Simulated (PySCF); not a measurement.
# The second ionisation energy along the second row

All values are computed (PySCF 2.14, energy differences of UHF-based or UKS calculations, no spin-orbit coupling). Values in eV. The last column holds reference values (NIST; (s) semi-empirical, (t) theoretical, else measured). Unmarked ones compare directly (S terms, centres of terms, or small fine structure); those marked * lie between the lowest fine-structure levels and include a spin-orbit shift.

| element | configurations | UHF | MP2 (valence) | SCS-MP2 (valence) | CCSD (valence) | CCSD(T) (valence) | reference |
| --- | --- | --- | --- | --- | --- | --- | --- |
| B (x2c-TZVPall, spin-free X2C) | [He] 2s2 → [He] 2s1 | 23.447 | 24.412 | 24.604 | 25.065 | 25.065 | 25.155 |
| N (x2c-TZVPall, spin-free X2C) | [He] 2s2 2p2 → [He] 2s2 2p1 | 29.203 | 29.611 | 29.478 | 29.457 | 29.472 | 29.601 (s) * |
| O (x2c-TZVPall, spin-free X2C) | [He] 2s2 2p3 → [He] 2s2 2p2 | 34.573 | 35.191 | 34.939 | 35.014 | 35.021 | 35.121 * |
| F (x2c-TZVPall, spin-free X2C) | [He] 2s2 2p4 → [He] 2s2 2p3 | 33.395 | 34.586 | 34.679 | 34.626 | 34.647 | 34.950 |

Question: Fill in the row of C (x2c-TZVPall, spin-free X2C) ([He] 2s2 2p1 → [He] 2s2).

Answer: UHF 24.166; MP2 (valence) 24.369; SCS-MP2 (valence) 24.331; CCSD (valence) 24.200; CCSD(T) (valence) 24.231; reference 24.378 (eV).

"Valence" correlates the outer s and p shells and, in groups 3 to 12 and the f block, the outer d or f shell, open or full, or the next shell where the ion has no valence electron left; the wider scheme adds the next inner shell.
